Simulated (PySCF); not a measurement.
Molecule: Sn(H)2(F)(Et), SMILES [SnH2]([F])[CH2]C. Atoms near the plane z = 1.5 Å, at the B3LYP/def2-SVP optimised geometry (x, y, z in Å): Sn1 (-1.6, -0.5, 0.0), F2 (-2.1, -1.2, 1.7), C3 (0.6, -0.5, 0.0), C4 (1.2, 0.5, 1.1), H5 (-2.3, 1.1, 0.0), H8 (0.9, -1.5, 0.2), H9 (0.9, 1.5, 0.9), H10 (2.3, 0.4, 1.0), H11 (0.9, 0.2, 2.1).

Computed with B3LYP/def2-TZVP, def2 effective core potentials past Kr (PySCF). The core electrons that the potentials of Sn replace are not part of the density. Cells within 0.4 Å of a nucleus heavier than hydrogen are left out (blank, or x). The values are rescaled to run from 0 to 1.

```
|44444444444444444444444444444|
|44444444444444444444444444444|
|44444444444444444444444444444|
|44444444444444444444444444444|
|44444444444444444444444444444|
|44444444444444444444444444444|
|44444444444444444444444444444|
|44444444444444445554444444444|
|44444444444444455555544444444|
|44444444444444555555554444444|
|44444444444444555555555444444|
|44444444444445555555555544444|
|44444444444445555355555544444|
|44444455555555554024555544444|
|44444555555555555345555544444|
|44445556655555555555555544444|
|44445579975555555555554444444|
|4444569xx96555555555544444444|
|4445569xx96554445544444444444|
|44445589896554444444444444444|
|44445567765544444444444444444|
|44444555555444444444444444444|
|44444455554444444444444444444|
|44444444444444444444444444444|
|44444444444444444444444444444|
|44444444444444444444444444444|
|44444444444444444444444444444|
|44444444444444444444444444444|
|44444444444444444444444444444|
```
Scale: ten equal steps from 0.000 (start of '0') to 1.00 (end of '9'), in the order '0123456789'; x runs from -4.50 to 4.50, y from -4.50 (bottom) to 4.50 (top).

Problem. Which quantity is mapped?
(A) log10 of the electron density
(B) electron localisation function
(C) Laplacian of the electron density
(D) electrostatic potential

Solution. C, Laplacian of the electron density. In full: Laplacian of the electron density (e/bohr⁵).
